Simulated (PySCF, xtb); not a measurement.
H6OSn2, SMILES [SnH3][O][SnH3].

GFN2-xTB in xtb 6.7.1 at its own geometry gives an orbital gap of 5.93 eV and a dipole moment of 0.69 D.

Geometry optimised at PBE0-D3(BJ)/def2-SVP. A frequency run showed that this geometry is not a minimum. The def2 effective core potentials stand for the cores of Sn; spin–orbit coupling is left out.

Q: What does HF/def2-TZVP run with PySCF give? (The exact figures need the calculation; the answer reports its results.)

A: gap 13.11 eV (levels -11.34 and 1.77 eV), dipole 1.22 D.
